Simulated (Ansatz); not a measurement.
Relaxation of Sr₂O₃⁻ with UKS PBE0-D4/def2-SVPD.

```sh
$ ansatz run in.yaml --threads 4 --pin off --events-out ev --progress --plain --max-ram 3916MiB
```

```yaml
crystal:
  periodic: [false, false, false]
  atoms:
    - {symbol: Sr, position_ang: [0.694980, -1.272110, -1.869010]}
    - {symbol: Sr, position_ang: [-0.293160, 0.531970, 0.782100]}
    - {symbol: O, position_ang: [1.196680, -1.191790, 0.198810]}
    - {symbol: O, position_ang: [-0.705760, 0.291670, -1.513940]}
    - {symbol: O, position_ang: [-0.892750, 1.640260, 2.402050]}
basis:
  gaussian: {orbitals: def2-SVPD}
total_charge: -1
magnetization: {spin_polarized: true, initial_magnetization: 1}
hamiltonian: {xc: pbe0, dispersion: d4}
scf: {lower_state_search: "off"}
output: {orbitals: {seedname: orbitals}}
relax: {f_tol: 0.02, max_steps: 100}
```

Hardware: 4 threads of Arm Neoverse V1 on a shared host. Wall time 39 s.

Positions (Å) and forces (eV/Å) at steps 1, 2, 3, 4, 5, 6, 7, 8, 10 of 10:

```xyz
5
step=1 energy=-7802.5310 eV
Sr    0.695   -1.272   -1.869    0.067   -0.115   -0.157
Sr   -0.293    0.532    0.782    0.963   -1.758   -2.551
O     1.197   -1.192    0.199    0.065    0.081    0.512
O    -0.706    0.292   -1.514   -0.333    0.387    0.140
O    -0.893    1.640    2.402   -0.762    1.406    2.057
5
step=2 energy=-7802.5462 eV
Sr    0.656   -1.200   -1.761    0.435   -0.803   -1.191
Sr   -0.240    0.436    0.643   -0.344    0.625    0.913
O     1.282   -1.249    0.310   -0.240    0.149   -0.346
O    -0.812    0.383   -1.580    0.322   -0.290    0.157
O    -0.886    1.629    2.388   -0.173    0.319    0.467
5
step=3 energy=-7802.8131 eV
Sr    0.697   -1.275   -1.872   -0.012    0.021    0.032
Sr   -0.267    0.486    0.716    0.133   -0.241   -0.351
O     1.238   -1.227    0.226   -0.223    0.186   -0.157
O    -0.742    0.316   -1.560    0.198   -0.142    0.218
O    -0.924    1.699    2.489   -0.096    0.176    0.259
5
step=4 energy=-7802.8384 eV
Sr    0.705   -1.290   -1.894   -0.037    0.060    0.076
Sr   -0.259    0.472    0.695    0.144   -0.252   -0.340
O     1.207   -1.202    0.204    0.227   -0.265   -0.095
O    -0.715    0.296   -1.532   -0.058   -0.048   -0.373
O    -0.938    1.724    2.527   -0.276    0.505    0.733
5
step=5 energy=-7802.6893 eV rejected
Sr    0.726   -1.331   -1.952   -0.080    0.143    0.208
Sr   -0.231    0.426    0.628   -0.712    1.259    1.759
O     1.163   -1.172    0.147    1.022   -1.129   -0.216
O    -0.662    0.249   -1.505   -0.365   -0.027   -1.393
O    -0.996    1.828    2.682    0.135   -0.246   -0.358
5
step=6 energy=-7802.8961 eV
Sr    0.707   -1.294   -1.900    0.017   -0.032   -0.046
Sr   -0.249    0.455    0.671   -0.112    0.190    0.251
O     1.234   -1.231    0.198   -0.004   -0.039   -0.151
O    -0.725    0.295   -1.572    0.093   -0.109   -0.042
O    -0.967    1.776    2.604    0.006   -0.010   -0.012
5
step=7 energy=-7802.9013 eV
Sr    0.711   -1.303   -1.913   -0.030    0.056    0.084
Sr   -0.254    0.465    0.685    0.002   -0.011   -0.032
O     1.230   -1.230    0.187   -0.028    0.007   -0.078
O    -0.717    0.286   -1.572    0.060   -0.058    0.015
O    -0.970    1.782    2.613   -0.004    0.007    0.011
5
step=8 energy=-7802.8850 eV rejected
Sr    0.717   -1.313   -1.928   -0.019    0.034    0.051
Sr   -0.252    0.461    0.678   -0.112    0.199    0.280
O     1.202   -1.208    0.163    0.281   -0.270    0.076
O    -0.689    0.265   -1.545   -0.179    0.092   -0.328
O    -0.977    1.795    2.632    0.030   -0.054   -0.078
5
step=10 energy=-7802.9019 eV
Sr    0.711   -1.302   -1.912    0.000    0.000    0.000
Sr   -0.255    0.465    0.684    0.000    0.000    0.000
O     1.228   -1.229    0.182    0.000    0.000    0.000
O    -0.713    0.283   -1.569    0.000    0.000    0.000
O    -0.971    1.784    2.615    0.000    0.000    0.000
```

In the def2 sets Sr takes a core potential; there is no spin–orbit coupling. Another isomer (doublet) lies 0.22 eV lower at PBE0-D4/def2-TZVPD; other spin states weren't run for this one.
